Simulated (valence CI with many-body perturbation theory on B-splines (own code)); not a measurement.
Forbidden lines of Pm XXIII

Level of theory: valence CI with perturbative core correlation (CI+MBPT): three valence electrons over a frozen Dirac-Fock core [Kr], radial functions for each j: 7 s, 7 p, 8 d, 6 f, 4 g, 1 h, with the one-electron correlation potential Σ1 (screened to all orders), the two-electron term Σ2, the three-electron term Σ3, Breit, model QED; selected single and double excitations, second order for the rest, scaled by the run's own slope (own B-spline code, finite nucleus).

No measured spectrum was set against this ion. As an estimate, terms of the open shell hold to 2 to 4 % of their energy, and close levels can change places. The list stops below the first excitations out of the core.

Lines 51 to 70 of 70 in falling wavelength, among levels below 691060 cm⁻¹, chosen from the decays that carry over 1 % of a level's rate. Wavelengths and rates use the calculated energies, so an error of 2000 cm⁻¹ moves a line at 1132 Å by 2.3 % and its rate by three times that or more. Weak lines are less certain than strong ones. Lines between different terms over intervals too small for the method are left out, as are lines whose strength nearly cancels. Where a level lies close to another of its J and parity, the split of strength between their lines is uncertain. The highest levels of a list are the least certain.

Levels are named by their leading jj configuration (3d3/2^4 stands for four electrons in 3d with j = 3/2), which in mixed levels can hold well under half, so a name can repeat and another be missing. Letters in brackets count levels of one name in rising energy.

| λ vac (Å) | Upper | Lower | Type | A (s⁻¹) | Branch % |
| --- | --- | --- | --- | --- | --- |
| 1132 | (4d3/2^2 4d5/2) J=5/2 [b] | (4d3/2^3) J=3/2 | M1 | 8.69e+01 | 12.2 |
| 1106 | (4d3/2 4d5/2^2) J=5/2 [a] | (4d3/2^2 4d5/2) J=5/2 [a] | M1 | 2.49e+02 | 13.5 |
| 1062 | (4d5/2^3) J=9/2 | (4d3/2^2 4d5/2) J=7/2 | M1 | 1.71e+02 | 4.3 |
| 1029 | (4d3/2 4d5/2^2) J=5/2 [b] | (4d3/2^2 4d5/2) J=5/2 [a] | M1 | 2.87e+01 | 1.9 |
| 1021 | (4d5/2^3) J=5/2 | (4d3/2 4d5/2^2) J=3/2 [a] | M1 | 2.20e+03 | 27.3 |
| 980.3 | (4d3/2 4d5/2^2) J=3/2 [b] | (4d3/2^2 4d5/2) J=5/2 [b] | M1 | 1.22e+02 | 2.7 |
| 971.1 | (4d5/2^3) J=3/2 | (4d3/2^2 4d5/2) J=3/2 | M1 | 2.92e+02 | 6.8 |
| 967.3 | (4d3/2 4d5/2^2) J=3/2 [a] | (4d3/2^3) J=3/2 | M1 | 2.88e+02 | 6.3 |
| 967.1 | (4d3/2 4d5/2^2) J=7/2 [b] | (4d3/2^2 4d5/2) J=5/2 [a] | M1 | 1.48e+02 | 11.8 |
| 919.1 | (4d3/2 4d5/2^2) J=1/2 | (4d3/2^3) J=3/2 | M1 | 5.69e+01 | 2.3 |
| 884.8 | (4d5/2^3) J=5/2 | (4d3/2^2 4d5/2) J=5/2 [b] | M1 | 1.14e+03 | 14.2 |
| 873.4 | (4d5/2^3) J=5/2 | (4d3/2 4d5/2^2) J=7/2 [a] | M1 | 9.67e+02 | 12.0 |
| 826.0 | (4d5/2^3) J=3/2 | (4d3/2^2 4d5/2) J=5/2 [a] | M1 | 7.75e+02 | 17.9 |
| 820.9 | (4d3/2 4d5/2^2) J=5/2 [a] | (4d3/2^3) J=3/2 | M1 | 9.02e+01 | 4.9 |
| 777.9 | (4d3/2 4d5/2^2) J=5/2 [b] | (4d3/2^3) J=3/2 | M1 | 1.77e+02 | 12.0 |
| 755.7 | (4d3/2 4d5/2^2) J=3/2 [b] | (4d3/2^2 4d5/2) J=1/2 | M1 | 1.50e+02 | 3.4 |
| 710.0 | (4d3/2 4d5/2^2) J=3/2 [b] | (4d3/2^2 4d5/2) J=3/2 | M1 | 3.77e+02 | 8.4 |
| 655.9 | (4d5/2^3) J=3/2 | (4d3/2^3) J=3/2 | M1 | 6.44e+01 | 1.5 |
| 655.3 | (4d5/2^3) J=5/2 | (4d3/2^2 4d5/2) J=7/2 | M1 | 2.36e+02 | 2.9 |
| 629.2 | (4d3/2 4d5/2^2) J=3/2 [b] | (4d3/2^2 4d5/2) J=5/2 [a] | M1 | 3.56e+02 | 7.9 |
